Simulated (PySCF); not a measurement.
CH₄BClS, SMILES CB(S)Cl. Atoms are numbered in the order given.

```xyz
8

B     -0.3396    -0.0090     0.0000
Cl     0.6299    -1.4994     0.0000
C     -1.9020    -0.1116     0.0000
H     -2.2346    -0.6880     0.8810
H     -2.4225     0.8571     0.0000
H     -2.2346    -0.6880    -0.8810
S      0.6087     1.5221     0.0000
H     -0.4461     2.3699     0.0000
```
Charge 0, spin multiplicity 1.

The structure is a stationary point at B3LYP-D3(BJ)/def2-SVP. Other conformers were not sampled.

Calculation: PBE0/pcSseg-1 run with PySCF.

GIAO shieldings, no solvent; atoms alike by connectivity are averaged. δ = σ(ref) − σ: ¹¹B against BF3 (σ = 88.8 ppm); ³⁵Cl against HCl (σ = 945.9 ppm); ¹³C against TMS (σ = 186.3 ppm); ¹H against TMS (σ = 31.56 ppm); ³³S against H2S (σ = 716.7 ppm), references at their B3LYP-D3(BJ)/def2-TZVP geometries, non-relativistic (without spin–orbit terms, shifts of atoms bonded to Cl or Br come out too high).

**Question.** Estimate the chemical shifts. (The exact figures need the calculation; the answer reports its results.)

**Answer.** 
```
nucleus       atoms  count  δ (ppm)
-------  ----------  -----  -------
¹¹B              B1      1     57.0
³⁵Cl            Cl2      1    214.7
¹³C              C3      1     19.3
¹H               H8      1     3.77
¹H       H4, H5, H6      3     1.43
³³S              S7      1    237.0
```
